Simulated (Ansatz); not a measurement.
`C[O][Bi]([F])[F]` + HCl → `C[O][Bi]([F])[Cl]` + H–F at 700 K and 1 bar (ligand exchange at a Bi–F bond).

Gas-phase electronic energies from Ansatz, PBE0-D4/def2-TZVP geometries. CCSD(T)/CBS is the MP2 limit (def2-TZVPP, def2-QZVPP) plus CCSD(T) − MP2 in def2-TZVPP, frozen cores. This one scheme is used for every species. def2 core potentials past Kr. For Bi outer-core shells are correlated without core-valence functions, which leaves a few kJ/mol of doubt a bond. One conformer a species, not always the lowest.

```csv
species,CCSD(T)/CBS energy (Eh),H − E (kJ/mol),S (J/(mol·K))
`C[O][Bi]([F])[F]`,-528.85120,187.5,475.1
HCl,-460.38127,38.4,211.8
`C[O][Bi]([F])[Cl]`,-888.84962,187.0,484.8
H–F,-100.39570,45.2,198.5
```

H − E and S are ideal-gas, rigid-rotor, harmonic terms from PBE0-D4/def2-TZVP, for one conformer and one mirror image of each species. 1 Eh = 2625.50 kJ/mol, R = 8.31446 J/(mol·K).

Task: By hand: ΔE, ΔH, ΔS and ΔG.

Result: ΔE = (-888.84962) + (-100.39570) − (-528.85120) − (-460.38127) = -0.01285 Eh = -33.7 kJ/mol. Δ(H − E) = 187.0 + 45.2 − 187.5 − 38.4 = 6.3, so ΔH = -27.4 kJ/mol. ΔS = 484.8 + 198.5 − 475.1 − 211.8 = -3.6 J/(mol·K). ΔG = -27.4 − 700 × (-3.6)/1000 = -24.9 kJ/mol.

Task: By hand: the equilibrium constant, and the temperature at which ΔG would vanish if ΔH and ΔS stayed fixed.

Result: log₁₀ K = −ΔG/(RT ln 10) = 1.9. ΔG = 0 at ΔH/ΔS = 7611 K, far beyond where these terms or the molecules hold.

The number of gas molecules stays the same, so ΔS is small and ΔH decides. A doubt of 5 kJ/mol in ΔE shifts log₁₀ K by 0.4 here. Other conformers and mirror images would add mixing entropy, several J/(mol·K) or more a flexible species. These are equilibria of isolated gas molecules and say nothing of rates. Largest T1 diagnostic: 0.016 (customary marks: 0.02 for closed shells, 0.045 for open ones).
